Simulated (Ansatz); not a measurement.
Geometry optimisation, RHF/def2-SVP in Ansatz 0.2.0.

input.yaml

```yaml
crystal:
  periodic: [false, false, false]
  atoms:
    - { symbol: Al, position_ang: [0.0, 0.0, 0.0] }
    - { symbol: O, position_ang: [0.0, 0.0, 1.78] }
    - { symbol: Si, position_ang: [-1.3147, -0.4067, 2.7436] }
    - { symbol: H, position_ang: [-2.239, -1.2403, 1.9804] }
    - { symbol: H, position_ang: [-0.8506, -1.1432, 3.9157] }
    - { symbol: H, position_ang: [-1.9987, 0.8095, 3.1733] }
    - { symbol: Cl, position_ang: [1.9312, 0.0, -1.115] }
    - { symbol: Cl, position_ang: [-1.9312, 0.0, -1.115] }
basis:
  gaussian: { orbitals: def2-SVP }
hamiltonian:
  xc: hf
relax:
  f_tol: 0.02
  max_steps: 40
```

Run as:

```bash
$ ansatz run input.yaml --threads 2 --pin off --max-ram 3072MiB --backend cpu --events-out ev --progress --plain --runs-dir out
```

**Question.** Where does it end, and by what steps?

**Answer.** It converged. After 11 steps the energy has fallen by 0.786 eV; O2 moved furthest, 0.91 Å.

```tsv
step	energy less start (eV)	largest force component (eV/Å)	accepted
0	0.0000	2.617	yes
1	-0.5404	1.196	yes
2	-0.6250	0.603	yes
3	-0.6566	0.261	yes
4	-0.7139	0.402	yes
5	-0.7388	0.375	yes
6	-0.7658	0.273	yes
7	-0.7834	0.147	yes
8	-0.7855	0.028	yes
9	-0.7857	0.049	yes
10	-0.7856	0.074	no
11	-0.7861	0.006	yes
```

```xyz
8
Properties=species:S:1:pos:R:3
Al -0.141 -0.009 -0.221
O -0.751 -0.232 1.311
Si -1.361 -0.452 2.820
H -2.515 -1.375 2.765
H -0.323 -1.028 3.704
H -1.803 0.847 3.374
Cl 1.917 0.093 -0.537
Cl -1.426 0.174 -1.853
```

Whether the end is a true minimum wasn't checked by a vibrational analysis.

Run time: 17 s on 2 threads of Arm Neoverse V2 (shared host), peak memory 0.21 GiB.
